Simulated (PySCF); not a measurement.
AlClH3N, SMILES [AlH]([NH2])[Cl]. Atoms are numbered in the order given.

```xyz
6

Al    -0.5734    -0.4954     0.0000
H     -2.1272    -0.7219     0.0000
Cl     0.2242     1.4456     0.0000
N      0.5595    -1.8371     0.0000
H      1.5623    -1.7453     0.0000
H      0.2909    -2.8077     0.0000
```

Geometry: PBE0-D3(BJ)/def2-TZVP. One conformer was computed; it need not be the lowest.

These are PySCF with IEF-PCM-B3LYP/def2-SVP values and carry that method's errors.

The values are the electrostatic part of the solvation free energy, E(continuum) − E(gas) at the gas-phase geometry, in a cavity of scaled van der Waals radii (PySCF's table); cavitation and dispersion terms are not included. A continuum can't describe solvent molecules that bind to the metal. In vacuum the orbital gap is 6.92 eV. The dipole moment in vacuum is 2.33 D.

| solvent | ε | ΔG(elec) (kcal/mol) | dipole (D) | gap (eV) |
|---|---|---|---|---|
| water | 78.36 | -4.7 | 2.84 | 6.96 |
| 2-propanol | 19.26 | -4.4 | 2.81 | 6.95 |
| ethylethanoate | 5.99 | -3.6 | 2.73 | 6.94 |
